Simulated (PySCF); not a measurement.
**Steps of a relaxation of Eu(OH)3**

Eu(OH)3 (singlet in the valence; each metal's 4f electrons, 6 of them, lie in its core potential, out of spins and levels). PySCF 2.14.0, RKS B3LYP, Eu lcecp-1-SVP with ECP52, O def2-SVP, H def2-SVP; non-relativistic Hamiltonian with scalar-relativistic core potentials where named; density fitting; no spin-orbit coupling. Origin of the start: template. Columns: position (Å) and force (eV/Å). Energies are counted from the last step; some of the 15 steps are shown. Forces carry noise of the integration grid, about 0.01 to 0.03 eV/Å.

Run from Python with OMP_NUM_THREADS=2. Where DIIS fails, smearing, a level shift and second-order steps follow.
It took 3 min on 2 threads of AMD EPYC (Zen 3), on a shared host, from the converged density of the start.

```xyz
7
step 0  E = 0.353 eV
Eu    0.0000    0.0000   -0.0052    -0.02    0.00   -0.46
O     2.1868    0.0000   -0.0052    -1.35    0.00    0.43
H     3.0868    0.0000    0.3448    -0.21    0.00   -0.28
O    -1.0934    1.8938   -0.0052     0.68   -1.17    0.43
H    -1.5434    2.6732    0.3448     0.11   -0.18   -0.28
O    -1.0934   -1.8938   -0.0052     0.68    1.17    0.43
H    -1.5434   -2.6732    0.3448     0.11    0.18   -0.28
```

```xyz
7
step 5  E = 0.010 eV
Eu    0.0000    0.0000   -0.2553     0.01    0.00   -0.02
O     2.0639    0.0000    0.0676     0.13    0.00    0.06
H     2.9806    0.0000    0.3554    -0.07    0.00   -0.05
O    -1.0319    1.7874    0.0676    -0.07    0.11    0.06
H    -1.4903    2.5813    0.3554     0.03   -0.06   -0.05
O    -1.0319   -1.7874    0.0676    -0.07   -0.11    0.06
H    -1.4903   -2.5813    0.3554     0.03    0.06   -0.05
```

```xyz
7
step 9  E = 0.002 eV
Eu    0.0000    0.0000   -0.0736     0.00    0.00    0.01
O     2.0895    0.0000    0.1039    -0.20    0.00   -0.01
H     3.0337    0.0000    0.2586     0.13    0.00    0.01
O    -1.0447    1.8095    0.1039     0.10   -0.17   -0.01
H    -1.5169    2.6273    0.2586    -0.07    0.12    0.01
O    -1.0447   -1.8095    0.1039     0.10    0.17   -0.01
H    -1.5169   -2.6273    0.2586    -0.07   -0.12    0.01
```

**Question.** Where does the relaxation end?

**Answer.** It converges at step 14 in C3v:
```xyz
7
step 14  E = 0
Eu    0.0000    0.0000    0.0269
O     2.0922    0.0000    0.1253
H     3.0484    0.0000    0.2036
O    -1.0461    1.8119    0.1253
H    -1.5242    2.6399    0.2036
O    -1.0461   -1.8119    0.1253
H    -1.5242   -2.6400    0.2036
```

**Question.** How did the contacts change?

**Answer.** 
```json
{"contact": "Eu1–O2 (OH)", "start (Å)": "2.187", "end (Å)": "2.095"}
{"contact": "Eu1–O4 (OH)", "start (Å)": "2.187", "end (Å)": "2.095"}
{"contact": "Eu1–O6 (OH)", "start (Å)": "2.187", "end (Å)": "2.095"}
```


An lcecp potential fixes the number of 4f electrons, so in runs with it no electron can move into or out of that shell.
